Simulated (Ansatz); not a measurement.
Start from `C[N]=[W](=[O])([OH])[Cl]` and change one atom or group to get `C[N]=[W](=[O])([OH])[O]C`.

Ansatz, PBE0-D4/def2-TZVP geometries, multiplicity 1. Each molecule was computed in one conformer, which needn't be the lowest.

Elements past krypton have def2 core potentials.

```tsv
property	`C[N]=[W](=[O])([OH])[Cl]`
HOMO energy (PBE/def2-TZVPP) / eV	-6.45
size of the dipole moment (ωB97M-V/def2-TZVPP) / D	3.69
HOMO energy (ωB97M-V/def2-TZVPP) / eV	-10.04
HOMO–LUMO gap (B3LYP/def2-TZVPP) / eV	5.72
LUMO energy (B3LYP/def2-TZVPP) / eV	-1.87
HOMO energy (B3LYP/def2-TZVPP) / eV	-7.59
```

(1) Give the same properties after the change, and the shifts. (Best estimate.)

Answers

(1) Ansatz gave: 
```
                                          property  `C[N]=[W](=[O])([OH])[O]C`  shift
                 HOMO energy (PBE/def2-TZVPP) / eV                       -6.05   0.40
size of the dipole moment (ωB97M-V/def2-TZVPP) / D                        4.09   0.40
             HOMO energy (ωB97M-V/def2-TZVPP) / eV                       -9.68   0.36
             HOMO–LUMO gap (B3LYP/def2-TZVPP) / eV                        6.32   0.60
               LUMO energy (B3LYP/def2-TZVPP) / eV                       -0.88   0.99
               HOMO energy (B3LYP/def2-TZVPP) / eV                       -7.20   0.39
```

With PBE0 the HOMO rises by 0.39 eV and the LUMO rises by 1.00 eV, so the gap widens by about 0.61 eV. PBE moves the HOMO by 0.40 eV and ωB97M-V by 0.36 eV. The zero-point energy changes by 106.2 kJ/mol with +12 modes. Dipoles are sizes alone; their direction can turn.

Positive LUMOs are unbound, so they and the gaps depend on the basis.

B3LYP here is the variant with VWN-RPA as its local correlation; programs differ in this.
